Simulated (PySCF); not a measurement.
Fractional electron number in Ne⁺ (neon, charge +1)

The 2p beta orbital of [He] 2s2 2p5 is emptied in steps (occupation f), with all orbitals relaxed, ending at [He] 2s2 2p4. All numbers are calculated (PySCF 2.14, the non-relativistic Hamiltonian (point nucleus), in aug-cc-pVTZ (5s4p3d2f, 46 functions)). The exact energy is a straight line in f; departures are measured from the line between the end points of the same method.

Problem. Among UHF, LDA, PBE, PBE0, r2SCAN, LC-wPBE, BHandHLYP, wB97X, r2SCAN0, BLYP, which shows the largest delocalisation error (convex curve), and which is closest to linear?

Solution. Most convex: LDA (-2.571 eV at f = 0.5); closest to linear: UHF (0.652 eV).

```
   f  UHF (eV)  LDA (eV)  PBE (eV)  PBE0 (eV)  r2SCAN (eV)  LC-wPBE (eV)  BHandHLYP (eV)  wB97X (eV)  r2SCAN0 (eV)  BLYP (eV)
   1     0.000     0.000     0.000      0.000        0.000         0.000           0.000       0.000         0.000      0.000
0.75     0.509    -1.919    -1.857     -1.270       -1.692        -0.827          -0.697      -0.807        -1.151     -1.864
 0.5     0.652    -2.571    -2.475     -1.690       -2.226        -1.095          -0.937      -1.068        -1.513     -2.489
0.25     0.470    -1.933    -1.847     -1.260       -1.633        -0.808          -0.709      -0.785        -1.108     -1.865
   0     0.000     0.000     0.000      0.000        0.000         0.000           0.000       0.000         0.000      0.000
```

```json
{"method": "UHF", "E(f=0) − E(f=1) (eV)": "39.266", "−ε at f=1 (eV)": "42.099", "−ε at f=0.5 (eV)": "39.164"}
{"method": "LDA", "E(f=0) − E(f=1) (eV)": "41.430", "−ε at f=1 (eV)": "31.259", "−ε at f=0.5 (eV)": "41.393"}
{"method": "PBE", "E(f=0) − E(f=1) (eV)": "41.147", "−ε at f=1 (eV)": "31.262", "−ε at f=0.5 (eV)": "41.172"}
{"method": "PBE0", "E(f=0) − E(f=1) (eV)": "41.008", "−ε at f=1 (eV)": "34.238", "−ε at f=0.5 (eV)": "41.035"}
{"method": "r2SCAN", "E(f=0) − E(f=1) (eV)": "41.135", "−ε at f=1 (eV)": "32.042", "−ε at f=0.5 (eV)": "41.287"}
{"method": "LC-wPBE", "E(f=0) − E(f=1) (eV)": "41.315", "−ε at f=1 (eV)": "36.908", "−ε at f=0.5 (eV)": "41.361"}
{"method": "BHandHLYP", "E(f=0) − E(f=1) (eV)": "40.929", "−ε at f=1 (eV)": "37.252", "−ε at f=0.5 (eV)": "40.897"}
{"method": "wB97X", "E(f=0) − E(f=1) (eV)": "40.906", "−ε at f=1 (eV)": "36.601", "−ε at f=0.5 (eV)": "40.961"}
{"method": "r2SCAN0", "E(f=0) − E(f=1) (eV)": "40.991", "−ε at f=1 (eV)": "34.798", "−ε at f=0.5 (eV)": "41.102"}
{"method": "BLYP", "E(f=0) − E(f=1) (eV)": "41.198", "−ε at f=1 (eV)": "31.295", "−ε at f=0.5 (eV)": "41.194"}
```

Reference removal energy between the ground levels: 40.963 eV (measured; NIST Atomic Spectra Database, ionization energies). The calculation has no spin-orbit coupling. UHF lacks correlation.
